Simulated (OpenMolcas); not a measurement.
# Co III: effect of the IPEA shift

- Program: OpenMolcas
- Basis: ANO-RCC-VTZP [6s5p3d2f1g]
- Scalar Hamiltonian: DKH2, point nucleus
- Active space: 7 electrons in 6 orbitals (3d 4s)
- State averaging: 2S+1 = 4 even, 50 roots; 2S+1 = 6 even, 5 roots kept (CI in the orbitals of an earlier block); 2S+1 = 2 even, 110 roots kept (CI in the orbitals of an earlier block)
- Spin-orbit coupling: state interaction with AMFI integrals over the reference wave functions, term energies averaged over their components

Methods on the same reference wave functions:
A. CASSCF
B. MS-CASPT2, IPEA 0 Eh, imaginary shift 0.1 Eh (closed shells correlated: 3s 3p)
C. MS-CASPT2, IPEA 0.25 Eh, imaginary shift 0.1 Eh (closed shells correlated: 3s 3p)

Energies in cm-1 above 3d7 4F 9/2, the measured ground level; measured values from Sugar and Corliss, J. Phys. Chem. Ref. Data 10, 1097 (1981).

```csv
Level,A,B,C,Measured
3d7 4F 9/2,0.0,0.0,0.0,0.0
3d7 4F 7/2,930,937,936,841
3d7 4F 5/2,1615,1616,1615,1451
3d7 4F 3/2,2085,2080,2080,1867
3d7 4P 5/2,20230,14860,15210,15202
3d7 2G 9/2,20256,16100,16640,16978
3d7 4P 3/2,20546,15030,15400,15428
3d7 4P 1/2,20980,15560,15910,15811
3d7 2G 7/2,21148,16990,17530,17766
3d7 2P 3/2,26793,18840,19460,20195
3d7 2H 11/2,26937,22250,22700,22720
3d7 2H 9/2,27725,23050,23500,23434
3d7 2P 1/2,27730,19580,20220,
3d6 4s 6D 9/2,28335,46500,46720,46438
3d6 4s 6D 7/2,28887,47060,47270,47003
3d7 2D 5/2(1),29182,22090,22690,23059
3d6 4s 6D 5/2,29300,47470,47680,47415
3d6 4s 6D 3/2,29588,47750,47970,47699
3d6 4s 6D 1/2,29758,47920,48140,47865
3d7 2D 3/2(1),30572,23380,23990,24237
3d6 4s 4D 7/2(1),38561,53950,54450,
3d6 4s 4D 5/2(1),39205,54590,55090,
3d6 4s 4D 3/2(1),39638,55020,55520,
3d6 4s 4D 1/2(1),39890,55270,55770,
```

Deviations, from unrounded energies. A percentage is the sum of absolute deviations over the sum of measured energies, with the sign that they share, or ± where signs differ.

```json
{"Against measurement": "mean absolute deviation (cm-1)", "Levels": "18", "A": "7800", "B": "410", "C": "220"}
{"Against measurement": "fine structure of the ground term (%)", "Levels": "3", "A": "+11.3", "B": "+11.3", "C": "+11.3"}
{"Against measurement": "other terms of the ground configuration (%)", "Levels": "10", "A": "+25.4", "B": "-3.4", "C": "±1.1"}
{"Against measurement": "other configurations (%)", "Levels": "5", "A": "-38.3", "B": "+0.1", "C": "+0.6"}
```

C lies closest to measurement on these levels and A furthest from it. The largest miss of C in the table is 3d7 2P 3/2, by -730 cm-1. The ranking rests on the paired levels alone, and a cruder setting can come out closer through cancelling errors.

Between B and C the level of the table that moves most is 3d7 2P 1/2, by 640 cm-1 (lowest in B, highest in C). Moves below CASPT2's spread within the term are not significant.

The mean deviations of B to C differ by less than CASPT2's widest spread within a term (2000 cm-1), so their order carries little weight.

From A to B the spin-free energies of the other terms of 3d7 shown, above 4F, scale by factors of 0.69 to 0.82.

The lowest spin-free term lies below A's lowest term by 0.539 hartree in B, 0.531 hartree in C.

Term energies are means over components that CASPT2 splits; among the terms shown or strongly mixed into the levels shown the widest spread is 2000 cm-1 (3d7 4F, B). Terms from blocks run as CI alone lack orbitals of their own. A single d shell beside an s shell can misplace configurations of different d count against each other. The CASPT2 spread within a term exceeds the gap to the next term for 3d7 2D(1) and 3d7 2H, so the order of their levels is uncertain (figures for B; the like holds for C). Without dynamic correlation excited terms often stand tens of per cent too high (terms of higher spin than the ground term too low), and those without a measured partner can miss by more than the paired ones (holds for A). Some levels mix across a computed gap that differs much from the measured one, so their mixing is not that of the real levels (holds for A). Blocks of more than 70 roots (2S+1 = 2 even) ran without multistate coupling (holds for B; C). Computed and measured levels are paired by configuration, term and J; levels that our copy of the source lacks, or whose pairing is in doubt (as where it misses far off the trend of its configuration), stay unpaired and out of the deviations. Only configurations of the active space appear. The table leaves out levels that lie high or whose names do not pair safely across all columns.

A number in round brackets counts repeated terms of one configuration in the order of the reference energies.
